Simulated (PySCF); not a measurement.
input.py for SeCl

Input:

```python
from pyscf import gto, dft

mol = gto.M(
    atom='Se 0 0 0; Cl 0 0 2.085',
    basis='6-31g*',
    charge=0,
    spin=1,
    verbose=4,
)
mf = dft.UKS(mol, xc='hcth407')
field = -0.01  # electric field along z, atomic units
h = mf.get_hcore() + field*mol.intor('int1e_r')[2]
mf.get_hcore = lambda *args: h
e_nuc = mol.energy_nuc() - field*mol.atom_charges() @ mol.atom_coords()[:, 2]
mf.energy_nuc = lambda *args: e_nuc
mf.kernel()
mf.analyze()
print('orbital energies (hartree):', [e[max(0, n-3):n+3].round(4) for e, n in zip(mf.mo_energy, mol.nelec)])
```

```bash
$ OMP_NUM_THREADS=1 python input.py
```

Output (some set-up lines and the per-cycle HOMO/LUMO lines with their warnings removed):

```
PySCF version 2.14.0

[INPUT] verbose = 4
[INPUT] num. atoms = 2
[INPUT] num. electrons = 51
[INPUT] charge = 0
[INPUT] spin (= nelec alpha-beta = 2S) = 1
[INPUT] symmetry False subgroup None
[INPUT] Mole.unit = angstrom
[INPUT] Symbol           X                Y                Z      unit          X                Y                Z       unit  Magmom
[INPUT]  1 Se     0.000000000000   0.000000000000   0.000000000000 AA    0.000000000000   0.000000000000   0.000000000000 Bohr   0.0
[INPUT]  2 Cl     0.000000000000   0.000000000000   2.085000000000 AA    0.000000000000   0.000000000000   3.940078969718 Bohr   0.0

nuclear repulsion = 146.69756734377
number of shells = 20
number of NR pGTOs = 146
number of NR cGTOs = 50
basis = 6-31g*
ecp = {}

******** <class 'pyscf.dft.uks.UKS'> ********
method = UKS
initial guess = minao
damping factor = 0
level_shift factor = 0
DIIS = <class 'pyscf.scf.diis.CDIIS'>
diis_start_cycle = 1
diis_space = 8
diis_damp = 0
SCF conv_tol = 1e-09
SCF conv_tol_grad = None
SCF max_cycles = 50
direct_scf = True
direct_scf_tol = 1e-13
number electrons alpha = 26  beta = 25
XC library pyscf.dft.libxc version 7.0.0
    S. Lehtola, C. Steigemann, M. J.T. Oliveira, and M. A.L. Marques.,  SoftwareX 7, 1–5 (2018)
XC functionals = hcth407
    A. D. Boese and N. C. Handy.,  J. Chem. Phys. 114, 5497 (2001)
radial grids:
    Treutler-Ahlrichs [JCP 102, 346 (1995); DOI:10.1063/1.469408] (M4) radial grids

becke partition: Becke, JCP 88, 2547 (1988); DOI:10.1063/1.454033
pruning grids: <function nwchem_prune>
grids dens level: 3
symmetrized grids: False
atomic radii adjust function: <function treutler_atomic_radii_adjust>
small_rho_cutoff = 0
Set gradient conv threshold to 3.16228e-05
tot grids = 39304
init E= -2862.06061009067

cycle= 1 E= -2862.75809643767  delta_E= -0.697  |g|= 0.167  |ddm|= 1.42
cycle= 2 E= -2862.66971277772  delta_E= 0.0884  |g|= 0.377  |ddm|= 1.47

cycle= 3 E= -2862.77697824808  delta_E= -0.107  |g|= 0.0488  |ddm|= 1.39
cycle= 4 E= -2862.77785425172  delta_E= -0.000876  |g|= 0.0208  |ddm|= 0.0816
cycle= 5 E= -2862.77797246657  delta_E= -0.000118  |g|= 0.00433  |ddm|= 0.0218
cycle= 6 E= -2862.77798160109  delta_E= -9.13e-06  |g|= 0.00157  |ddm|= 0.00554
cycle= 7 E= -2862.77798326288  delta_E= -1.66e-06  |g|= 0.000357  |ddm|= 0.00229
cycle= 8 E= -2862.7779833418  delta_E= -7.89e-08  |g|= 9.48e-05  |ddm|= 0.000677
cycle= 9 E= -2862.77798334948  delta_E= -7.68e-09  |g|= 1.2e-05  |ddm|= 0.000214
cycle= 10 E= -2862.77798334963  delta_E= -1.45e-10  |g|= 3.19e-06  |ddm|= 3.03e-05
Extra cycle  E= -2862.77798334963  delta_E= -3.18e-12  |g|= 2.07e-06  |ddm|= 1.69e-05
converged SCF energy = -2862.77798334963  <S^2> = 0.75289857  2S+1 = 2.0028965
**** SCF Summaries ****
Total Energy =                       -2862.777983349629721
Nuclear Repulsion Energy =             147.367380768621899
One-electron Energy =                -4272.623122504731327
Two-electron Energy =                 1262.477758386479991
Two-electron Coulomb Energy =         1379.388727384898175
DFT Exchange-Correlation Energy =     -116.910968998418127
**** MO energy ****
                             alpha | beta                alpha | beta
[15 lines left out]
MO #16  energy= -2.08643113709233  | -2.08151698583218  occ= 1 | 1
MO #17  energy= -2.07328942375023  | -2.07193299002061  occ= 1 | 1
MO #18  energy= -2.06895964088305  | -2.06434313713809  occ= 1 | 1
MO #19  energy= -2.06576005216455  | -2.06240208566024  occ= 1 | 1
MO #20  energy= -0.843017536914261 | -0.834045521488826 occ= 1 | 1
MO #21  energy= -0.643831560716346 | -0.614771798007215 occ= 1 | 1
MO #22  energy= -0.417697482863384 | -0.405113407392043 occ= 1 | 1
MO #23  energy= -0.379668219941417 | -0.361704691876507 occ= 1 | 1
MO #24  energy= -0.363559583054726 | -0.359129856582323 occ= 1 | 1
MO #25  energy= -0.265097775495031 | -0.21546947362416  occ= 1 | 1
MO #26  energy= -0.229735657454624 | -0.21161177794262  occ= 1 | 0
MO #27  energy= -0.126592526737801 | -0.113569879486501 occ= 0 | 0
MO #28  energy= 0.132042904112907  | 0.131695865115655  occ= 0 | 0
MO #29  energy= 0.200500250505772  | 0.193578192631668  occ= 0 | 0
[21 lines left out]

To work with the spin densities directly, `use mulliken_meta_spin()` only printing them here.

 ** Mulliken spin pop alpha/beta on meta-lowdin orthogonal AOs **
 ** Mulliken Spin Density (per AO)  **
 ** Mulliken Spin Density (per atom)  **
spin density of  0 Se =      0.88572
spin density of  1 Cl =      0.11428
 ** Mulliken pop alpha/beta on meta-lowdin orthogonal AOs **
 ** Mulliken pop       alpha | beta **
pop of  0 Se 1s        1.00000 | 1.00000
pop of  0 Se 2s        0.99999 | 0.99999
pop of  0 Se 3s        0.99988 | 0.99989
pop of  0 Se 4s        0.97004 | 0.96705
pop of  0 Se 5s        0.00293 | 0.00309
pop of  0 Se 2px       1.00000 | 1.00000
pop of  0 Se 2py       1.00000 | 1.00000
pop of  0 Se 2pz       1.00000 | 1.00000
pop of  0 Se 3px       0.99998 | 0.99996
pop of  0 Se 3py       0.99998 | 0.99997
pop of  0 Se 3pz       0.99995 | 0.99995
pop of  0 Se 4px       0.99452 | 0.44854
[38 lines left out]
In total            26.00000 | 25.00000
 ** Mulliken atomic charges   ( Nelec_alpha | Nelec_beta ) **
charge of  0Se =      0.15872  (    17.36350     16.47778 )
charge of  1Cl =     -0.15872  (     8.63650      8.52222 )
Dipole moment(X, Y, Z, Debye): -0.00000, -0.00000, -1.55488
orbital energies (hartree): [array([-0.3636, -0.2651, -0.2297, -0.1266,  0.132 ,  0.2005]), array([-0.3617, -0.3591, -0.2155, -0.2116, -0.1136,  0.1317])]
```

In short: E(SCF) = -2862.777983 Eh, 10 cycles, ⟨S²⟩ = 0.753, μz(SCF) = -1.55 D.

Run time: 5.2 s on 1 thread of Arm Neoverse N1 (shared host).

The bond length is a typed value, not an optimised one. No search for the lowest solution was made.
